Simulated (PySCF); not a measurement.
Compound: C₆H₉F (charge -1 and doublet state).
Geometry (GFN2-xTB, Å), atoms numbered from 1 in this order:
```xyz
16
C6H9F angstrom
C      2.1223   -0.3544    0.6230
C      0.9898    0.3166    0.0091
C      0.3039   -0.3952   -1.1549
C     -1.2014   -0.1958   -0.9469
C     -1.3090   -0.0365    0.5602
F     -2.5619    0.5112    0.9296
C     -0.1135    0.8293    0.9225
H      2.6068    0.2040    1.4313
H      2.8576   -0.7489   -0.0858
H      0.5397   -1.4738   -1.1736
H      0.6116    0.0016   -2.1371
H     -1.8096   -1.0206   -1.3309
H     -1.5413    0.7311   -1.4182
H     -1.2662   -1.0068    1.0678
H      0.1429    0.7664    1.9846
H     -0.3792    1.8808    0.7080
```

The hyperfine couplings belong to this conformer and change with its torsions.

Identity: `[CH2-][C]1CC[C@H](F)C1` [radical] (charge -1).

The calculation used UKS B3LYP, pcH-1 on C F H, non-relativistic, mean-field spin-orbit, GIAO (PySCF). Whether the extra electron is bound in the gas phase wasn't checked; a finite basis holds it in any case. The geometry wasn't refined by DFT: couplings that depend on bond lengths, twists or pyramidal angles can differ widely from those at the functional's own minimum, by a factor of two or more for some ions and for spin on atoms past the first row. No stability test was run, so a lower SCF solution isn't excluded.

Task: What is the g tensor, term by term?

Result: 
```
                    Δg (ppm)     1     2     3
relativistic mass correction  -138  -138  -138
            gauge correction    17    35    31
   orbital Zeeman/spin–orbit   -76   357   877
                       total  -196   255   770
```

So g = 2.00212, 2.00257, 2.00309 and g_iso = 2.00260; the tensor is rhombic: the two nearest values differ by 47 % of g3 − g1. Axes: g2 points within 9° of the C1–C2 bond.

Task: At 34.047 GHz, how far is the centre of the isotropic spectrum from where a free electron (g = 2.002319) resonates?

Result: B = hν/(g μB) with μB/h = 13.99624 MHz/mT gives 1214.88 mT for the free electron and 1214.71 mT at g_iso, 0.17 mT lower.

Task: What effective moment and Curie constant follow for a powder?

Result: With the mean of g² = 4.0104 and S(S+1) = 0.75: μ_eff = √(⟨g²⟩S(S+1)) = 1.734 μB and χT = 0.12505·⟨g²⟩·S(S+1) = 0.376 cm³ K/mol (cgs; spin-Hamiltonian part alone).

Task: How much does each term add to the isotropic shift?

Result: The orbital-Zeeman/spin–orbit term 386, the mass correction -138 and the gauge correction 28 ppm, for a total of 276 ppm. The orbital-Zeeman/spin–orbit term is the largest in size. The mass correction is the same along every axis, so the anisotropy comes from the other two: their spans along these axes are 18 (gauge) and 953 ppm (orbital Zeeman/spin–orbit).

Task: In a frozen sample, at which fields do the three g values resonate at 9.5, 34, 94 and 263 GHz (hyperfine left aside), and which band first spreads them over more than twice a line width of 0.5 mT?

Result: 
```json
{"band": "X", "GHz": "9.5", "B(g3) mT": "338.85", "B(g2) mT": "338.94", "B(g1) mT": "339.02", "spread mT": "0.16"}
{"band": "Q", "GHz": "34.0", "B(g3) mT": "1212.74", "B(g2) mT": "1213.05", "B(g1) mT": "1213.32", "spread mT": "0.59"}
{"band": "W", "GHz": "94.0", "B(g3) mT": "3352.86", "B(g2) mT": "3353.73", "B(g1) mT": "3354.48", "spread mT": "1.62"}
{"band": "J", "GHz": "263.0", "B(g3) mT": "9380.89", "B(g2) mT": "9383.30", "B(g1) mT": "9385.41", "spread mT": "4.53"}
```

The spread grows in proportion to the frequency. W band is the first where it exceeds 1.0 mT.

The largest Mulliken spin populations are on C1 (+0.46), C2 (+0.43) and H10 (+0.09).

The HOMO–LUMO gaps are 2.57 eV among the α and 4.96 eV among the β orbitals.
